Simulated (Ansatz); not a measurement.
**A relaxation, step by step**

AlSiH5OF2, singlet, PBE0-D4/def2-TZVP (Ansatz 0.2.0). Settings:

```yaml
hamiltonian: {xc: pbe0, dispersion: d4}
relax: {f_tol: 0.005, max_steps: 200}
```

Start, a step off a saddle point along its unstable mode:

```xyz
10
angstrom
Al -1.5915 0.1287 -0.1713
H -1.3858 -1.5385 0.5335
F -2.2678 0.0056 -1.6686
F -2.3284 1.0991 0.9251
H -0.7264 -1.2781 0.4389
O 0.1293 -0.0573 -0.0448
Si 1.7011 0.3211 -0.0076
H 2.4908 -0.7300 -0.7018
H 2.1639 0.4309 1.4021
H 1.8149 1.6182 -0.7052
```

| step | energy less the last (meV) | largest force component (eV/Å) |
| --- | --- | --- |
| 1 | 814.7 | 3.187 |
| 4 | 44.5 | 0.537 |
| 7 | 6.9 | 0.144 |
| 10 | 3.8 | 0.047 |
| 13 (rejected trial) | 3.2 | 0.057 |
| 16 | 2.5 | 0.002 |
| 19 | 2.4 | 0.011 |
| 22 (rejected trial) | 2.4 | 0.014 |
| 25 | 2.4 | 0.014 |
| 28 | 2.4 | 0.040 |
| 31 | 2.2 | 0.005 |
| 34 (rejected trial) | 4.6 | 0.365 |
| 37 | 2.1 | 0.025 |
| 40 | 2.0 | 0.018 |
| 43 | 1.7 | 0.048 |
| 46 | 1.3 | 0.022 |
| 49 | 0.9 | 0.053 |
| 52 | 0.2 | 0.007 |
| 54 | 0.0 | 0.002 |

Step 19, positions (Å) and forces (eV/Å):

| atom | x | y | z | Fx | Fy | Fz |
| --- | --- | --- | --- | --- | --- | --- |
| Al1 | -1.427 | 0.259 | -0.198 | -0.011 | 0.003 | 0.002 |
| H2 | -1.961 | -1.732 | 0.500 | -0.001 | 0.000 | -0.001 |
| F3 | -2.172 | -0.146 | -1.601 | 0.002 | 0.000 | 0.001 |
| F4 | -2.355 | 0.894 | 0.994 | 0.004 | -0.003 | -0.004 |
| H5 | -1.217 | -1.725 | 0.637 | 0.001 | 0.000 | 0.001 |
| O6 | 0.234 | 0.297 | -0.093 | 0.005 | -0.001 | 0.001 |
| Si7 | 1.848 | 0.494 | -0.067 | -0.001 | 0.001 | 0.000 |
| H8 | 2.504 | -0.656 | -0.742 | 0.001 | -0.001 | 0.000 |
| H9 | 2.326 | 0.565 | 1.339 | 0.000 | 0.000 | 0.001 |
| H10 | 2.219 | 1.749 | -0.770 | 0.001 | 0.001 | -0.002 |

Step 25, positions (Å) and forces (eV/Å):

```tsv
atom	x	y	z	Fx	Fy	Fz
Al1	-1.427	0.263	-0.188	0.014	-0.003	-0.001
H2	-1.958	-1.742	0.472	0.011	0.000	0.001
F3	-2.159	-0.131	-1.601	-0.001	0.001	0.001
F4	-2.366	0.883	1.004	-0.003	0.002	0.002
H5	-1.219	-1.726	0.635	-0.011	0.000	-0.002
O6	0.233	0.305	-0.068	-0.002	0.001	-0.003
Si7	1.848	0.495	-0.065	-0.004	0.002	-0.001
H8	2.491	-0.671	-0.726	-0.001	0.002	0.002
H9	2.342	0.589	1.334	-0.001	-0.001	-0.002
H10	2.217	1.735	-0.796	-0.002	-0.005	0.002
```

Step 28, positions (Å) and forces (eV/Å):

| atom | x | y | z | Fx | Fy | Fz |
| --- | --- | --- | --- | --- | --- | --- |
| Al1 | -1.426 | 0.265 | -0.182 | -0.002 | -0.015 | 0.004 |
| H2 | -1.958 | -1.752 | 0.437 | 0.040 | 0.001 | 0.010 |
| F3 | -2.170 | -0.117 | -1.592 | -0.001 | 0.003 | -0.008 |
| F4 | -2.355 | 0.877 | 1.021 | -0.007 | 0.009 | 0.007 |
| H5 | -1.227 | -1.727 | 0.636 | -0.039 | -0.003 | -0.010 |
| O6 | 0.234 | 0.299 | -0.071 | 0.024 | 0.007 | -0.003 |
| Si7 | 1.849 | 0.496 | -0.064 | -0.003 | -0.004 | 0.003 |
| H8 | 2.499 | -0.680 | -0.702 | -0.006 | 0.011 | 0.007 |
| H9 | 2.337 | 0.617 | 1.335 | -0.005 | 0.000 | -0.017 |
| H10 | 2.216 | 1.723 | -0.818 | -0.001 | -0.009 | 0.007 |

Last step (54):

Al1  (-1.419, 0.271, -0.148)
H2  (-1.798, -1.845, 0.158)
F3  (-2.184, -0.105, -1.549)
F4  (-2.323, 0.841, 1.094)
H5  (-1.461, -1.685, 0.817)
O6  (0.241, 0.347, -0.080)
Si7  (1.859, 0.508, -0.075)
H8  (2.487, -0.710, -0.649)
H9  (2.345, 0.690, 1.318)
H10  (2.254, 1.689, -0.886)
(Å)

The run took about 2.5 min on 4 CPU threads of an Arm Neoverse V1 (shared host).
